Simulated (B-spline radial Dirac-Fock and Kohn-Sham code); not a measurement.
Auger decay of the 2s hole in Yb⁺

System: Yb⁺, configuration [Xe] 4f14 6s1.

Input of the calculation (task.json; shells as n, l, electrons):

```json
{"items": [{
  "Z": 70,
  "q": 1,
  "cfg": [[1, 0, 2], [2, 0, 2], [2, 1, 6], [3, 0, 2], [3, 1, 6], [3, 2, 10], [4, 0, 2], [4, 1, 6], [4, 2, 10], [4, 3, 14], [5, 0, 2], [5, 1, 6], [6, 0, 1]],
  "A": 174,
  "rrms": 5.3108,
  "do": ["binding", "quiet", "decay"],
  "holes": ["K", "L1", "L2", "L3", "M1", "M2", "M3", "M4", "M5", "N1", "N2", "N3", "N4", "N5", "N6", "N7"]
}]}
```

Command: `python xray_run.py task.json out`

Level of theory: independent-particle radiative and Coulomb Auger rates from relativistic LDA hole-state orbitals, with Dirac-Fock energies; a radial atomic solver. Kinetic energies are configuration averages from the vacuum level; the two-hole energies are estimated from single-hole states.

```tsv
transition	kinetic energy (eV)	width (meV)	share (%)
L1-L2N3	130.2	200	4.3
L1-L2N7	484.6	197	4.2
L1-L3N1	1022.9	253	5.4
L1-L3N4	1317.6	327	7.0
L1-L3N5	1327.8	407	8.7
L1-L3N6	1518.3	237	5.1
L1-L3N7	1519.7	296	6.4
L1-M1M3	6090.1	201	4.3
L1-M1M5	6506.1	216	4.6
L1-M4M5	7325.2	315	6.8
```

Coster-Kronig rates are the weakest part of this model and often come out 1.5 to 2.5 times too large. The listed channels hold 57 % of the non-radiative rate. Summed by principal shells, of 4.65 eV in all: LLN 57.3 %, LMM 27.8 %, LMN 9.8 %, LLO 3.3 %, LNN 0.8 %, LMO 0.7 %.
